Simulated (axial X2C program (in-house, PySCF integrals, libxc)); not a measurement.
**Potential curves of CoS, two-component**

All values were computed with an axial X2C code built on PySCF integrals. Two-component (2c) means X2C with spin–orbit coupling and atomic mean-field two-electron Coulomb and Gaunt terms. Basis: Co dyall-cv3z [9s10p6d3f2g], S dyall-av3z [9s8p3d2f] (cores contracted in-house); Gaussian nuclei, density fitting, unrestricted open shells. Masses: Co 58.933 u, S 31.972 u.

State: Ω = 7/2 (⟨Sz⟩ = 1.50, ⟨Lz⟩ = 2.00 at r2SCAN0). Energies in eV from the lowest point of each curve. Fits are polynomials in 1 − R0/R over 0.85 to 1.23 times the lowest point R0.

```json
{"R (Å)": "1.7139", "r2SCAN0": "1.0404", "PBE0": "1.0584"}
{"R (Å)": "1.7927", "r2SCAN0": "0.4265", "PBE0": "0.4379"}
{"R (Å)": "1.8518", "r2SCAN0": "0.1646", "PBE0": "0.1719"}
{"R (Å)": "1.9109", "r2SCAN0": "0.0320", "PBE0": "0.0356"}
{"R (Å)": "1.9700", "r2SCAN0": "0.0000", "PBE0": "0.0000"}
{"R (Å)": "2.0389", "r2SCAN0": "0.0591", "PBE0": "0.0549"}
{"R (Å)": "2.1079", "r2SCAN0": "0.1951", "PBE0": "0.1862"}
{"R (Å)": "2.1965", "r2SCAN0": "0.4465", "PBE0": "0.4299"}
{"R (Å)": "2.3049", "r2SCAN0": "0.8210", "PBE0": "0.7891"}
{"R (Å)": "2.4625", "r2SCAN0": "1.3863", "PBE0": "1.3240"}
```

Occupations by symmetry block were frozen at the best pattern of an incomplete PBE0 search. Density functionals use the spin component along the axis (collinear). Other states lie close and PBE0, whose exact exchange favours high spin, may order them wrongly; the determinant shown need not be the ground state. The nearest other spin-free determinant of the search, M_S = 3/2, Λ = 3, lies 0.46 eV up at the distance of the search. Without a current term, density functionals place determinants with orbital angular momentum somewhat too high. With several unpaired electrons one determinant need not be a pure state. A state of lower Ω lies just above, and one determinant can place such states too high, so the state shown need not be the lowest. The search has Ω = 1/2 only 0.12 eV up.

Q: Fit the r2SCAN0 curve near its minimum: give the equilibrium distance and the harmonic wavenumber.

A: At r2SCAN0, 2c: Re = 1.962 Å, ωe ≈ 547 cm⁻¹; Be follows as 0.211 cm⁻¹.

Q: What are Re and ωe at the PBE0 level?

A: At PBE0, 2c: Re = 1.965 Å, ωe ≈ 544 cm⁻¹; Be follows as 0.211 cm⁻¹.
